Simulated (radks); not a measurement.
Results of a calculation; reference values are marked as such.
Initial-state core-level shifts of neutral ruthenium when its valence configuration changes from [Kr] 4d7 5s1. Code: a radial shooting solver on a logarithmic mesh with Libxc functionals. Model: scalar-relativistic Kohn-Sham, PBE, spin-polarised, spherical densities, point nucleus; open shells are filled with parallel spins first (spin-orbit coupling, left out, can overturn this in heavy ions). Shifts are changes of the shell-averaged eigenvalues in eV (positive: less bound).

valence	1s	2s	3p	4p
4d8	+2.549	+2.722	+2.702	+2.438
4d6 5s1 5p1	-4.635	-4.828	-4.792	-4.372
4d5 5s2 5p1	-8.602	-9.066	-8.934	-7.861
4d6 5s2	-3.413	-3.619	-3.572	-3.165
4d5 5s1 5p2	-9.553	-10.026	-9.901	-8.770
4d7 5p1	-1.542	-1.484	-1.509	-1.581
4d7.5 5s0.5	+1.353	+1.447	+1.433	+1.280
4d6.5 5s0.5 5p1	-3.022	-3.082	-3.082	-2.934
4d4 5s1 5p3	-15.247	-16.062	-15.760	-13.729
